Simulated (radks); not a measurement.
Task: Radial electron density D(r) = 4 pi r^2 rho(r) of an atom or ion with 12 electrons. Calculated with a radial shooting solver on a logarithmic mesh with Libxc functionals: non-relativistic Kohn-Sham, exchange-only PBE, spin-polarised, spherical densities, point nucleus.

r (bohr),D(r) (e/bohr)
0.008573,1.568
0.01081,2.332
0.01363,3.408
0.01733,4.929
0.02186,6.847
0.02779,9.270
0.03505,11.88
0.0442,14.41
0.05618,16.39
0.07085,17.08
0.09007,16.16
0.1136,14.00
0.1433,11.70
0.1821,10.75
0.2297,11.97
0.292,14.51
0.3682,15.90
0.4643,14.42
0.5903,10.15
0.7444,5.611
0.9464,2.685
1.193,1.781
1.505,1.575
1.913,1.109
2.413,0.5076
3.068,0.1300
3.869,0.01788
4.879,0.001085

What is the nuclear charge?

Result: Z = 15. The innermost maximum, from 1s, lies near 1/Z = 0.0667 bohr (found: 0.0703), and its height grows with Z. The density is that of the phosphorus ion P3+ in [Ne] 3s2; the configuration itself is not fixed sharply by these data, and Z only to about a unit. D(r) has 2 maxima, at r = 0.0703, 0.371 bohr, and minima at 0.179 bohr, inside which lie 2.19 electrons.
